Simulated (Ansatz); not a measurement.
Mulliken charges of CH3AlF2O, SMILES `O[C](F)(F)[AlH2]` from ωB97M-V/def2-TZVPP in Ansatz (PBE0-D4/def2-TZVP geometry).

```
atom   x (Å)   y (Å)   z (Å)  charge (e)
  O1  -0.296   1.198   0.848      -0.288
  C2   0.437   0.148   0.390       0.262
  F3   0.750  -0.681   1.444      -0.207
  F4   1.664   0.603  -0.038      -0.207
 Al5  -0.623  -0.773  -1.063       0.462
  H6   0.195   1.654   1.548       0.181
  H7  -0.432  -0.270  -2.547      -0.102
  H8  -1.603  -1.936  -0.638      -0.102
```

Q: By hand: the dipole of these point charges (1 e Å = 4.8032 D).

A: Σ q r = (-0.345, -0.123, -0.319) e Å, of length 0.486 e Å = 2.33 D.

Q: How does the dipole of the full density compare? (Best estimate.)

A: The calculation gave: (-0.154, 0.059, -0.043) e Å, 0.82 D; the point charges give 2.84 times that, at 44° from its direction.

Point charges leave out the atoms' own dipoles, such as those of lone pairs, and Mulliken's split depends on the basis, so the two needn't agree.
